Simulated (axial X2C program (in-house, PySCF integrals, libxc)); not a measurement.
**CsCd⁻: from the spin-free to the two-component result**

Calculated with an axial X2C code built on PySCF integrals. Spin-free means the one-electron spin-free X2C Hamiltonian; two-component (2c) means X2C with spin–orbit coupling and atomic mean-field two-electron Coulomb and Gaunt terms, so the difference of the two also holds small scalar two-electron terms. Basis: Cs dyall-av2z [13s14p7d], Cd dyall-av2z [10s11p8d2f] (cores contracted in-house); Gaussian nuclei, density fitting, unrestricted open shells. Masses: Cs 132.905 u, Cd 113.903 u.

Spin-free state: M_S = 0, Λ = 0 (closed shell); fragments Cs- + Cd.

| level | Re (Å) | ωe (cm⁻¹) | De (eV) | μ (D) |
| --- | --- | --- | --- | --- |
| PBE0 | 4.769 | 20.2 | 0.130 | 8.83 |
| MP2 | 4.880 | 17.6 | 0.090 | n/a |

Correlated methods: 22 electrons correlated (number of frozen shells: Cs 4 s, 3 p, 2 d; Cd 4 s, 3 p, 1 d), 196 virtual spin orbitals or spinors in MP2.

Dipoles are positive if Cd is the positive end and refer to the centre of mass.

Two-component determinant lowest at the distance of the search:

Ω = 0 (closed shell); fragments Cs- + Cd.

| level | Re (Å) | ωe (cm⁻¹) | De (eV) | μ (D) |
| --- | --- | --- | --- | --- |
| PBE0 | 4.760 | 20.3 | 0.131 | 8.79 |
| MP2 | 4.876 | 17.6 | 0.091 | n/a |

(1) From the two tables, how do the constants change at the MP2 level (2c against spin-free)?

The state is a single determinant with fixed occupations, the lowest that a limited PBE0 search found. Dissociation energies refer to the lowest single-determinant-based atoms at the same level and basis. PBE0 can misorder states that lie within some tenths of an eV, so this need not be the ground state of the molecule. The nearest other spin-free determinant of the search, M_S = 1, Λ = 0, lies 0.36 eV up at the distance of the search. The highest occupied level of some functionals is positive through self-interaction error; at Hartree–Fock it is bound.

Results:

(1) At the MP2 level Re drops by 0.004 Å and ωe doesn't move by more than 0.2 cm⁻¹; De changes by 0.001 eV.
